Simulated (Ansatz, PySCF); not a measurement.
C3H6B, SMILES `C=C[B-]C` (near-degenerate singlet; C–C–B–C torsion 100°) (charge -1, multiplicity 1). This singlet lies within 0.05 eV of the relaxed triplet at the level B3LYP-D3(BJ)/def2-TZVPD (PySCF).

Level of theory: PBE/aug-cc-pVTZ // B3LYP-D3(BJ)/def2-TZVPD (Ansatz, a program for electronic structure).

Ansatz 0.2 input:
```yaml
crystal:
  periodic: [false, false, false]
  atoms:
    - { symbol: C, position_ang: [1.92933, 0.048873, -0.298337] }
    - { symbol: C, position_ang: [0.819987, -0.029113, 0.491268] }
    - { symbol: B, position_ang: [-0.46956, 0.735015, 0.602042] }
    - { symbol: C, position_ang: [-1.759246, 0.114441, -0.068527] }
    - { symbol: H, position_ang: [2.040277, 0.82687, -1.046867] }
    - { symbol: H, position_ang: [2.771824, -0.624533, -0.180711] }
    - { symbol: H, position_ang: [0.847351, -0.813252, 1.266149] }
    - { symbol: H, position_ang: [-2.689913, 0.673935, 0.028456] }
    - { symbol: H, position_ang: [-1.930947, -0.893651, 0.352763] }
    - { symbol: H, position_ang: [-1.559106, -0.038584, -1.146236] }
basis:
  gaussian: { orbitals: aug-cc-pVTZ }
hamiltonian:
  xc: pbe
total_charge: -1
```

Output:

```
Functional definition: PBE
1210 factors; their error is unknown
mean field evaluation 1: about -3864.5193 eV, gradient 7.3e1 eV
mean field evaluation 2: about -3696.7349 eV, gradient 1.9e2 eV
mean field evaluation 4: about -3877.0486 eV, gradient 2.4e1 eV
mean field evaluation 8: about -3878.6255 eV, gradient 6.1e-1 eV
mean field evaluation 16: about -3878.5942 eV, gradient 1.5e-3 eV
mean field evaluation 32: about -3877.3052 eV, gradient 4.3e0 eV
mean field -3878.59416360 eV, -142.5357065069 hartree, gradient 6.8e-5 eV, S^2 0.000000; 4 other end points of the search recorded, 0 dependent functions left out
reference -3878.59421306 eV, -142.5357083245 hartree; 15, 15 occupied and 307, 307 virtual orbitals, 1210 factors
Total energy: -3878.59421306 eV, -142.5357083245 hartree
```
